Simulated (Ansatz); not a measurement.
Geometry optimisation, Ansatz 0.2.0, RKS B3LYP-D4/def2-mTZVP.

input.yaml

```yaml
crystal:
  periodic: [false, false, false]
  atoms:
    - { symbol: "N", position_ang: [0.0958, 1.631, 0.824] }
    - { symbol: Si, position_ang: [0.9526, 0.3314, 0.2623] }
    - { symbol: F, position_ang: [1.4738, -0.327, 1.6002] }
    - { symbol: Si, position_ang: [-0.2714, -1.1833, -0.9773] }
    - { symbol: O, position_ang: [-1.8697, -1.3488, -0.3368] }
    - { symbol: H, position_ang: [-0.90668, 1.504, 0.68755] }
    - { symbol: H, position_ang: [0.32625, 2.47736, 0.28001] }
    - { symbol: H, position_ang: [2.131, 0.8894, -0.5255] }
    - { symbol: H, position_ang: [-0.5162, -0.6714, -2.3176] }
    - { symbol: H, position_ang: [0.2973, -2.5318, -1.0071] }
    - { symbol: H, position_ang: [-2.4318, -0.5414, -0.3281] }
basis:
  gaussian: { orbitals: def2-mTZVP }
hamiltonian:
  xc: b3lyp
  dispersion: d4
relax:
  f_tol: 0.015
  max_steps: 40
```

Command:

```bash
$ ansatz run input.yaml --threads 2 --pin off --max-ram 3072MiB --backend cpu --events-out ev --progress --plain --runs-dir out
```

Task: Where does it end, and by what steps?

Result: It converged. After 30 steps the energy has fallen by 0.650 eV; H7 moved furthest, 0.87 Å.

```csv
step,energy less start (eV),largest force component (eV/Å),accepted
0,0.0000,2.646,yes
2,-0.4706,1.026,yes
4,-0.5761,0.318,yes
6,-0.5848,0.286,yes
8,-0.6040,0.205,yes
10,-0.6232,0.131,yes
12,-0.6299,0.259,yes
14,-0.6385,0.107,yes
16,-0.6419,0.150,yes
18,-0.6460,0.095,yes
20,-0.6419,0.173,no
22,-0.6482,0.140,yes
24,-0.6491,0.098,yes
26,-0.6496,0.027,yes
28,-0.6497,0.025,yes
30,-0.6498,0.008,yes
```

```xyz
11
Properties=species:S:1:pos:R:3
N -0.149 1.465 0.799
Si 0.979 0.409 0.045
F 2.044 -0.287 1.062
Si -0.332 -1.261 -0.977
O -1.941 -0.899 -0.705
H -0.900 1.093 1.365
H 0.124 2.383 1.125
H 1.804 1.250 -0.853
H -0.020 -1.336 -2.431
H -0.121 -2.600 -0.383
H -2.208 0.011 -0.887
```

Run time: 2.2 min on 2 threads of Intel(R) Xeon(R) Platinum 8259CL CPU @ 2.50GHz (Skylake/Cascade Lake), with other jobs on the host, peak memory 0.31 GiB.
